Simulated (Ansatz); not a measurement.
System: C6H12Cl, net charge 0, doublet state. It need not be the lowest isomer of its formula. 
Geometry from a B3LYP-D3(BJ)/def2-TZVP (Ansatz, a quantum-chemistry and plane-wave program) optimisation:
SMILES: [CH2]CCC[C@H](C)Cl
```xyz
19

C     -3.7159    -0.4239    -0.0777
C     -2.4176    -0.8383     0.5093
C     -1.2016    -0.2889    -0.2394
C      0.1183    -0.7008     0.4013
C      1.3619    -0.2156    -0.3245
C      2.6497    -0.7605     0.2604
Cl     1.4310     1.6134    -0.2921
H     -3.8001     0.5029    -0.6299
H     -4.6249    -0.9671     0.1404
H     -2.3628    -1.9324     0.5602
H     -2.3574    -0.5052     1.5596
H     -1.2629     0.8008    -0.2770
H     -1.2291    -0.6381    -1.2764
H      0.1783    -1.7952     0.4337
H      0.1587    -0.3561     1.4388
H      1.2942    -0.4539    -1.3858
H      3.5182    -0.3792    -0.2748
H      2.7430    -0.4844     1.3115
H      2.6495    -1.8512     0.1887
```
Charge 0, spin multiplicity 2.

Basis-set convergence of Hartree-Fock and MP2 correlation energies (hartree) with Ansatz. Valence correlation only, unless marked. UHF or UKS for open shells. No spin-orbit coupling. Non-relativistic.

| basis | functions | E(HF) | E(corr, MP2) |
|---|---|---|---|
| cc-pV(D+d)Z | 167 | -693.68170 | -0.97182 |
| cc-pV(T+d)Z | 387 | ? | ? |

**Question.** What belongs in the gaps?

**Answer.** 
- cc-pV(T+d)Z, E(HF): -693.76069
- cc-pV(T+d)Z, E(corr, MP2): -1.20845
